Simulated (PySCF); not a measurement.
# Radial density of Br³⁺ (bromine, charge +3)

MN15, [Ar] 3d10 4s2 4p2, high-spin 3P determinant. Calculation: PySCF 2.14, in aug-cc-pVDZ-PP with ECP10MDF (5s4p3d, 32 functions); a scalar-relativistic core potential. This is the valence pseudo-density: the core potential removes the inner electrons and smooths the orbitals near the nucleus.

| r (bohr) | 4πr²ρ (e/bohr) | 4πr²(ρα − ρβ) |
| --- | --- | --- |
| 0.000635 | 2.364e-05 | 0.0000 |
| 0.00107 | 6.678e-05 | 0.0000 |
| 0.00180 | 0.0001881 | 0.0000 |
| 0.00302 | 0.0005257 | 0.0000 |
| 0.00508 | 0.001438 | 0.0000 |
| 0.00855 | 0.003709 | 0.0000 |
| 0.0144 | 0.008357 | 0.0000 |
| 0.0242 | 0.01540 | 0.0000 |
| 0.0407 | 0.03126 | 0.0001 |
| 0.0684 | 0.1528 | 0.0004 |
| 0.115 | 1.251 | 0.0028 |
| 0.194 | 7.344 | 0.0366 |
| 0.326 | 25.73 | 0.2606 |
| 0.548 | 31.28 | 0.1659 |
| 0.921 | 8.908 | 0.3117 |
| 1.55 | 3.381 | 1.4285 |
| 2.61 | 0.6631 | 0.4298 |
| 4.38 | 0.01017 | 0.0083 |
| 7.37 | 6.823e-05 | 0.0000 |

Energies and moments cover only the electrons outside the core potential.
